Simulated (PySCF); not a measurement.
# Excitation energy of Ar⁺ by level of theory

Ar⁺ [Ne] 3s2 3p5 (2P) → Ar⁺ [Ne] 3s1 3p6 (2S), as a difference of total energies. Calculation: PySCF 2.14, in aug-cc-pV(T+d)Z with one added diffuse shell each of s, p, d, f type (7s6p5d3f, 71 functions); no relativity, point nucleus. Correlated levels: valence: [Ne] frozen. The calculations carry no spin-orbit coupling.

```tsv
method	excitation energy (eV)
UHF	18.538
MP2 (valence)	15.704
SCS-MP2 (valence)	15.409
CCSD (valence)	14.108
CCSD(T) (valence)	13.287
```

Problem. How much does correlation contribute at CCSD(T) (valence)?

Solution. 13.287 − (18.538) = -5.251 eV, measured against UHF.

Errors of the correlated levels include the incompleteness of this basis and the frozen core.

The coupled-cluster amplitudes are large for the upper state (T1 above 0.03 or a double amplitude above 0.15), so a single reference is strained.

For comparison: 13.421 eV (measured; NIST levels, between the centres of gravity of the two terms).
